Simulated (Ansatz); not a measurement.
Reaction (redistribution): `O=C=NB(F)Cl` + `O[SiH2][SiH3]` → `O[SiH2]B(F)Cl` + `O=C=N[SiH3]`

Program: Ansatz. Geometries: PBE0-D4/def2-TZVP. ΔE: electronic, gas phase. CCSD(T)/CBS is the MP2 limit (def2-TZVPP, def2-QZVPP) plus CCSD(T) − MP2 in def2-TZVPP, frozen cores. DFT in def2-TZVPP. One conformer a species, not always the lowest.

`O=C=NB(F)Cl`:

Cartesian coordinates in Å:
```
O 1.447 0.212 2.158
C 0.816 0.336 1.197
N 0.171 0.558 0.205
B -0.560 -0.045 -0.839
F -1.119 0.718 -1.751
Cl -0.754 -1.780 -0.970
```

`O[SiH2][SiH3]`:

Z-matrix (Å, degrees):
```
Si
Si 1 2.347
O 1 1.654 2 112.4
H 1 1.484 2 110.6 3 117.6
H 1 1.493 2 108.5 3 -123.5
H 2 1.489 1 110.0 3 177.8
H 2 1.491 1 110.1 3 58.6
H 2 1.488 1 111.4 3 -61.5
H 3 0.958 1 117.6 2 -58.8
```

`O[SiH2]B(F)Cl`:

Cartesian coordinates in Å:
```
O -0.370 -0.042 1.761
Si 0.432 0.563 0.455
B -0.045 -0.491 -1.215
F 0.580 -0.353 -2.363
Cl -1.383 -1.640 -1.170
H -1.187 -0.512 1.587
H 0.086 1.992 0.207
H 1.887 0.482 0.737
```

`O=C=N[SiH3]`:

Cartesian coordinates in Å:
```
O -2.840 1.003 0.317
C -1.748 0.618 0.195
N -0.631 0.224 0.070
Si 0.968 -0.342 -0.108
H 1.252 -0.531 -1.550
H 1.103 -1.631 0.609
H 1.897 0.659 0.466
```

```json
{"level": "revPBE-D4", "ΔE (kcal/mol)": "10.1"}
{"level": "B97M-V", "ΔE (kcal/mol)": "10.3"}
{"level": "B2PLYP", "ΔE (kcal/mol)": "6.8"}
{"level": "PBE", "ΔE (kcal/mol)": "10.0"}
{"level": "r2SCANh", "ΔE (kcal/mol)": "8.7"}
{"level": "RPA@PBE/def2-TZVPP", "ΔE (kcal/mol)": "6.7"}
{"level": "HF/def2-TZVPP", "ΔE (kcal/mol)": "5.0"}
{"level": "HF/CBS(def2)", "ΔE (kcal/mol)": "4.7"}
```

Problem. What does CCSD(T)/CBS give? (Best estimate.)

Solution. The calculation gave: +6.3 kcal/mol. The listed levels differ from it by 3.8, 4.0, 0.5, 3.7, 2.4, 0.4, -1.3, -1.6 kcal/mol.

Largest T1 diagnostic among the species: 0.016.

From BLYP to BHLYP (50 % exact exchange), in def2-TZVPP and without D4, ΔE moves by −1.5 kcal/mol. In def2-TZVPP, CCSD(T) changes the Hartree–Fock value by +2.3 kcal/mol (the triples alone add +0.5 kcal/mol) and MP2 by +1.5 kcal/mol.
